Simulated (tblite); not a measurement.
Species: C₂H₈FNSi.
Z-matrix (Å and degrees, GFN2-xTB geometry), rows numbered from 1:
```
N 
Si  1  1.7239
C   2  1.9064  1  104.17
C   3  1.5142  2  112.59  1  -175.02
F   4  1.3778  3  110.81  2   -60.48
H   1  1.0073  2  119.22  3   -47.70
H   1  1.0063  2  118.36  3   174.77
H   2  1.4681  1  116.46  3   120.94
H   2  1.4652  1  105.23  3  -116.44
H   3  1.0891  2  110.16  1   -54.76
H   3  1.0907  2  110.65  1    63.42
H   4  1.0968  3  112.34  2  -178.78
H   4  1.0946  3  111.56  2    57.69
```

All values are computed: GFN2-xTB (tblite) harmonic vibrations without scaling, gas phase. This tight-binding method is rough: wavenumbers can miss measured ones by several per cent, in bad cases by 10 to 20. Modes of hydrogen on silicon can be 10 to 20 % off. One conformer, not necessarily the lowest.

Harmonic wavenumbers (cm⁻¹): 37.3, 100.7, 167.6, 215.7, 236.0, 437.1, 490.6, 537.9, 577.2, 681.1, 713.0, 779.4, 797.1, 835.6, 901.3, 959.8, 972.8, 1088.3, 1168.4, 1211.3, 1299.4, 1337.9, 1461.1, 1471.6, 1527.3, 2213.9, 2247.6, 2919.7, 2949.4, 2988.8, 3006.6, 3478.7, 3514.5.

A = 9936, B = 1823, C = 1679 MHz; mass 93.041 u (most abundant isotopes); point group C1, symmetry number 1.

Problem. What is the zero-point energy?

Solution. ½Σν̃ = 21662 cm⁻¹ = 61.94 kcal/mol.

Problem. What is S at 298.15 K and 1 bar for an ideal gas of classical rigid rotors and harmonic oscillators?

Solution. Translation 39.53, rotation 26.76, vibration 19.54: S = 85.8 cal/(mol K).

Problem. And Cp and H(298.15 K) − H(0)?

Solution. Cp = 28.45 cal/(mol K), of which vibrations give 20.50 (their classical limit is 33 R = 65.6); H(298.15 K) − H(0) = 5.40 kcal/mol without the zero-point energy, 3.03 from vibrations.

Problem. How do the functions run with temperature in this model?

Solution. 
| T (K) | S (cal/(mol K)) | Cp (cal/(mol K)) | H − H(0) (kcal/mol) | G − H(0) (kcal/mol) | ln q(vib) |
| --- | --- | --- | --- | --- | --- |
| 50 | 54.6 | 11.4 | 0.48 | -2.26 | 0.49 |
| 100 | 63.7 | 14.9 | 1.14 | -5.23 | 1.32 |
| 373.15 | 92.8 | 33.4 | 7.72 | -26.89 | 6.01 |
| 500 | 103.5 | 40.3 | 12.41 | -39.35 | 8.18 |
| 750 | 121.8 | 49.7 | 23.76 | -67.59 | 12.30 |
| 1000 | 137.0 | 56.0 | 37.02 | -100.00 | 16.12 |

q(vib) and H(0) count from the zero-point level.

Problem. Blend soft modes into free rotors: weight 1/[1 + (100 cm⁻¹/ν̃)⁴] for the oscillator and the rest for a rotor with moment μB/(μ + B), μ = h/(8π²ν), B = 10⁻⁴⁴ kg m². What vibrational entropy results?

Solution. 17.71 cal/(mol K) in place of 19.54, which changes −T·S at 298.15 K by +0.54 kcal/mol.

Hindered rotation and anharmonicity are outside this model. Other conformers, if any are populated, would add a mixing term that is left out. The structure is chiral; the term R ln 2 for an equal mix with its mirror image is left out.

Hardware: an Arm Neoverse V2 with one thread, shared host with 96 logical CPUs at a one-minute load of 44. Cost: 0.23 s of wall time. The figure is for the frequency step alone.
